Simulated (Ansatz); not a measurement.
Two structures of GeH$_{4}$SO, singlet, reached by relaxing down either side of one saddle point (PBE0-D4/def2-TZVP). Energies are electronic, without zero-point energy. Computed with Ansatz 0.2.0 (basis: def2-TZVPP and def2-QZVPP); correlated methods freeze the cores. Filled d shells of the heavier atoms are correlated. The def2 sets are not built for correlating such inner shells, so the correlated values are less sure here. Extrapolation: Hartree–Fock as exp(−7.88 √X), correlation as X^−2.97. First:

```tsv
atom	x (Å)	y (Å)	z (Å)
Ge1	-0.1263	0.2495	0.5194
S2	1.7501	0.2221	-0.6653
O3	-1.4781	-0.4076	-0.4280
H4	-1.5393	-0.0056	-1.2982
H5	-0.3502	1.7310	0.8627
H6	-0.0565	-0.6704	1.7404
H7	1.8005	-1.1188	-0.7310
```

Second:

```csv
atom,x (Å),y (Å),z (Å)
Ge1,-0.6457,0.2353,0.8634
S2,1.3514,-0.0355,-0.9225
O3,-1.8206,-0.5612,0.0306
H4,0.4530,0.3193,-1.8581
H5,-0.5127,1.7771,0.8945
H6,0.1821,-0.4064,2.0031
H7,0.9926,-1.3285,-1.0110
```

Q: Which bonds change from the first to the second?

A: GeH₄SO ([OH][GeH2][SH]) → GeH₂O ([O][GeH2]) + H₂S (still joined by a long Ge–S bond); bonds formed: S2–H4; bonds broken: O3–H4; bonds weakened to dative contacts: Ge1–S2.

Q: Give the saddle point's structure and its height above each. (Judge from chemistry; the value comes from the calculation.)

A: Computed: 2.514 eV above the first and 0.119 eV above the second (CCSD(T) at an estimated basis limit (MP2 extrapolated from triple and quadruple zeta, plus CCSD(T) − MP2 in triple zeta)).
```
atom    x (Å)    y (Å)    z (Å)
 Ge1  -0.5455   0.2988   0.7647
  S2   1.1894   0.1214  -1.1287
  O3  -1.6224  -0.2552  -0.3831
  H4  -0.1592  -0.1867  -1.4064
  H5  -0.4020   1.7914   1.1334
  H6   0.0674  -0.6109   1.8535
  H7   1.4724  -1.1587  -0.8335
```

No T1 diagnostic of these runs exceeds 0.020.

Labels in which every atom is bracketed show which atoms are joined, not bond orders.

For scale, one of the runs: CCSD(T)/def2-TZVPP, 177 basis functions, launched by `ansatz run in.yaml --threads 2 --pin off --events-out ev --progress --plain --max-ram 4352MiB`. Hardware: 2 CPU threads of an Intel Xeon Platinum 8375C, shared host. Wall time 37 s; peak host memory 1.6 GiB.
